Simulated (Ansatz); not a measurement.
`C[NH][Al]([F])[F]` + HBr → `C[NH][Al]([F])[Br]` + H–F at 500 K and 1 bar (ligand exchange at the Al–F bond).

Isolated molecules relaxed with PBE0-D4/def2-TZVP in Ansatz; ΔE leaves out vibrations. CCSD(T)/CBS adds triple-zeta CCSD(T) − MP2 to the extrapolated MP2 energy (def2 sets, frozen cores). This one scheme is used for every species. For Br outer-core shells are correlated without core-valence functions, which leaves a few kJ/mol of doubt a bond. Scalar relativity is left out up to krypton. Each species was taken in one conformer, which may not be the lowest.

```tsv
species	CCSD(T)/CBS energy (Eh)	H − E (kJ/mol)	S (J/(mol·K))
`C[NH][Al]([F])[F]`	-536.95512	199.9	396.9
HBr	-2573.91920	30.5	213.7
`C[NH][Al]([F])[Br]`	-3010.47210	198.3	422.7
H–F	-100.39570	39.4	188.7
```

H − E and S are ideal-gas, rigid-rotor, harmonic terms from PBE0-D4/def2-TZVP, for one conformer and one mirror image of each species. 1 Eh = 2625.50 kJ/mol, R = 8.31446 J/(mol·K).

By hand: ΔE, ΔH, ΔS and ΔG.

ΔE = (-3010.47210) + (-100.39570) − (-536.95512) − (-2573.91920) = 0.00652 Eh = 17.1 kJ/mol. Δ(H − E) = 198.3 + 39.4 − 199.9 − 30.5 = 7.3, so ΔH = 24.4 kJ/mol. ΔS = 422.7 + 188.7 − 396.9 − 213.7 = 0.8 J/(mol·K). ΔG = 24.4 − 500 × (0.8)/1000 = 24.0 kJ/mol.

By hand: the equilibrium constant, and the temperature at which ΔG would vanish if ΔH and ΔS stayed fixed.

log₁₀ K = −ΔG/(RT ln 10) = -2.5. ΔG = 0 at ΔH/ΔS = 30500 K, far beyond where these terms or the molecules hold.

The number of gas molecules stays the same, so ΔS is small and ΔH decides. A doubt of 5 kJ/mol in ΔE shifts log₁₀ K by 0.5 here. Other conformers and mirror images would add mixing entropy, several J/(mol·K) or more a flexible species. These are equilibria of isolated gas molecules and say nothing of rates. Largest T1 diagnostic: 0.012 (customary marks: 0.02 for closed shells, 0.045 for open ones).
